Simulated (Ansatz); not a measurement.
Ansatz (an electronic-structure program) job for CH6GeOSi, SMILES C[O][Ge][SiH3] (connectivity only; charge and spin as stated), neutral, multiplicity 1, PBE-D3(BJ)/def2-SVP. 

Ansatz 0.2 input:
```yaml
crystal:
  periodic: [false, false, false]
  atoms:
    - {symbol: Ge, position_ang: [0.94557943, 0.15523579, 0.00000000]}
    - {symbol: O, position_ang: [-0.20850523, 1.52356986, -0.00000000]}
    - {symbol: C, position_ang: [-1.61258802, 1.59895321, 0.00000000]}
    - {symbol: H, position_ang: [-2.09672279, 0.60512358, -0.00000000]}
    - {symbol: H, position_ang: [-1.95597028, 2.15088432, -0.89217007]}
    - {symbol: H, position_ang: [-1.95597028, 2.15088432, 0.89217006]}
    - {symbol: Si, position_ang: [-0.69951786, -1.78447225, 0.00000000]}
    - {symbol: H, position_ang: [-1.59147258, -1.80227207, 1.20590202]}
    - {symbol: H, position_ang: [-1.59147259, -1.80227207, -1.20590202]}
    - {symbol: H, position_ang: [0.06988677, -3.06955992, -0.00000001]}
basis:
  gaussian:
    orbitals: def2-SVP
hamiltonian:
  xc: pbe
  dispersion: d3bj
relax: {f_tol: 0.002, max_steps: 200}
```

Program output:

```
WARN ansatz: RAYON_NUM_THREADS=1 ignored (pool sized by the plan → 1); use --threads N
Functional definition: PBE
integrals: 0.05 GiB planned
1196 factors; their error is unknown
mean field: 0.29 GiB planned
mean field evaluation 1: about -67541.1840 eV, gradient 5.8e1 eV
mean field evaluation 2: about -67457.1090 eV, gradient 1.8e2 eV
mean field evaluation 4: about -67548.1646 eV, gradient 1.8e1 eV
mean field evaluation 8: about -67548.8196 eV, gradient 5.4e-2 eV
mean field evaluation 16: about -67548.7448 eV, gradient 5.0e-5 eV
mean field -67548.74479734 eV, -2482.3705851184 hartree, gradient 5.0e-5 eV, S^2 0.000000; 0 other end points of the search recorded, 0 dependent functions left out
the calculation of the forces begins
reference -67548.74483382 eV, -2482.3705864593 hartree; 33, 33 occupied and 75, 75 virtual orbitals, 1196 factors
relax step   1: F+E_penalty+E_count = -67548.96181656 eV  Δ(F+E_penalty+E_count) = +0.000e0 eV  max|allowed force component| = 3.029e-1 eV/Å  Δτ_max = 0.0000 Å  (30 SCF iters, accepted)
these checks for a lower state are left out or cut short: starts, cluster_reference, orbital_swaps, neighbouring_geometries, increment
integrals: 0.05 GiB planned
1196 factors; their error is unknown
mean field: 0.29 GiB planned
mean field -67548.75429868 eV, -2482.3709342864 hartree, gradient 1.5e-5 eV, S^2 0.000000; 0 other end points of the search recorded, 0 dependent functions left out
the calculation of the forces begins
reference -67548.75433516 eV, -2482.3709356271 hartree; 33, 33 occupied and 75, 75 virtual orbitals, 1196 factors
relax step   2: F+E_penalty+E_count = -67548.97161924 eV  Δ(F+E_penalty+E_count) = -9.803e-3 eV  max|allowed force component| = 1.984e-1 eV/Å  Δτ_max = 0.0226 Å  (31 SCF iters, accepted)
these checks for a lower state are left out or cut short: starts, cluster_reference, orbital_swaps, neighbouring_geometries, increment
integrals: 0.05 GiB planned
1196 factors; their error is unknown
mean field: 0.29 GiB planned
mean field evaluation 32: about -67548.7562 eV, gradient 1.6e-5 eV
mean field -67548.75617072 eV, -2482.3710030825 hartree, gradient 1.6e-5 eV, S^2 0.000000; 0 other end points of the search recorded, 0 dependent functions left out
the calculation of the forces begins
reference -67548.75620725 eV, -2482.3710044250 hartree; 33, 33 occupied and 75, 75 virtual orbitals, 1196 factors
relax step   3: F+E_penalty+E_count = -67548.97210005 eV  Δ(F+E_penalty+E_count) = -4.808e-4 eV  max|allowed force component| = 8.969e-2 eV/Å  Δτ_max = 0.0332 Å  (31 SCF iters, accepted)
these checks for a lower state are left out or cut short: starts, cluster_reference, orbital_swaps, neighbouring_geometries, increment
integrals: 0.05 GiB planned
1196 factors; their error is unknown
mean field: 0.29 GiB planned
mean field -67548.75698680 eV, -2482.3710330728 hartree, gradient 1.6e-5 eV, S^2 0.000000; 0 other end points of the search recorded, 0 dependent functions left out
the calculation of the forces begins
reference -67548.75702330 eV, -2482.3710344144 hartree; 33, 33 occupied and 75, 75 virtual orbitals, 1196 factors
relax step   4: F+E_penalty+E_count = -67548.97379495 eV  Δ(F+E_penalty+E_count) = -1.695e-3 eV  max|allowed force component| = 3.522e-2 eV/Å  Δτ_max = 0.0210 Å  (32 SCF iters, accepted)
these checks for a lower state are left out or cut short: starts, cluster_reference, orbital_swaps, neighbouring_geometries, increment
integrals: 0.05 GiB planned
1196 factors; their error is unknown
mean field: 0.29 GiB planned
mean field -67548.75694136 eV, -2482.3710314030 hartree, gradient 1.5e-5 eV, S^2 0.000000; 0 other end points of the search recorded, 0 dependent functions left out
the calculation of the forces begins
reference -67548.75697786 eV, -2482.3710327445 hartree; 33, 33 occupied and 75, 75 virtual orbitals, 1196 factors
relax step   5: F+E_penalty+E_count = -67548.97386356 eV  Δ(F+E_penalty+E_count) = -6.862e-5 eV  max|allowed force component| = 2.428e-2 eV/Å  Δτ_max = 0.0026 Å  (25 SCF iters, accepted)
these checks for a lower state are left out or cut short: starts, cluster_reference, orbital_swaps, neighbouring_geometries, increment
integrals: 0.05 GiB planned
1196 factors; their error is unknown
mean field: 0.29 GiB planned
mean field -67548.75686665 eV, -2482.3710286575 hartree, gradient 1.3e-5 eV, S^2 0.000000; 0 other end points of the search recorded, 0 dependent functions left out
the calculation of the forces begins
reference -67548.75690315 eV, -2482.3710299988 hartree; 33, 33 occupied and 75, 75 virtual orbitals, 1196 factors
relax step   6: F+E_penalty+E_count = -67548.97391283 eV  Δ(F+E_penalty+E_count) = -4.927e-5 eV  max|allowed force component| = 7.909e-4 eV/Å  Δτ_max = 0.0038 Å  (25 SCF iters, accepted)
integrals: 0.05 GiB planned
1196 factors; their error is unknown
mean field: 0.29 GiB planned
mean field evaluation 64: about -67548.8304 eV, gradient 1.2e0 eV
mean field -67548.75686665 eV, -2482.3710286575 hartree, gradient 1.3e-5 eV, S^2 0.000000; 1 other end points of the search recorded, 0 dependent functions left out
the calculation of the forces begins
reference -67548.75690315 eV, -2482.3710299988 hartree; 33, 33 occupied and 75, 75 virtual orbitals, 1196 factors
Total energy: -67548.97394933 eV, -2482.3790062990 hartree
Atom 0 at     0.957470     0.156253    -0.000000 Å, force    -0.000296     0.000139     0.000000 eV/Å
Atom 1 at    -0.197978     1.544767    -0.000000 Å, force    -0.000492     0.000196     0.000000 eV/Å
Atom 2 at    -1.607840     1.593319    -0.000000 Å, force     0.000061    -0.000598    -0.000000 eV/Å
Atom 3 at    -2.080631     0.583697    -0.000000 Å, force     0.000791    -0.000092     0.000000 eV/Å
Atom 4 at    -1.963390     2.145238    -0.897714 Å, force     0.000168    -0.000135    -0.000212 eV/Å
Atom 5 at    -1.963390     2.145238     0.897714 Å, force     0.000168    -0.000135     0.000212 eV/Å
Atom 6 at    -0.700762    -1.771715     0.000000 Å, force    -0.000238    -0.000030    -0.000000 eV/Å
Atom 7 at    -1.604869    -1.799700     1.213656 Å, force    -0.000126     0.000229     0.000179 eV/Å
Atom 8 at    -1.604869    -1.799700    -1.213656 Å, force    -0.000126     0.000229    -0.000179 eV/Å
Atom 9 at     0.069505    -3.071321    -0.000000 Å, force     0.000089     0.000196    -0.000000 eV/Å
Dipole moment:    -0.135485     0.127660     0.000000 e Å
```

Self-consistency was reached.
